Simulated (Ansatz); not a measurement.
Harmonic frequencies (cm⁻¹) at PBE0-D4/def2-TZVP from Ansatz: 44, 136, 171, 238, 354, 391, 463, 512, 586, 706, 812, 885, 929, 945, 951, 1057, 1127, 1147, 1262, 1334, 1396, 1462, 1525, 2204, 2206, 2212, 2584, 3064, 3125, 3845.

Each molecule was computed in one conformer, which needn't be the lowest.

(1) Which molecule is it?
A. `CC[NH][AlH2]`
B. `OCOB[SiH3]`
C. `BOCO[SiH3]`
D. `C[SiH](O)BO`

Answers

(1) B.
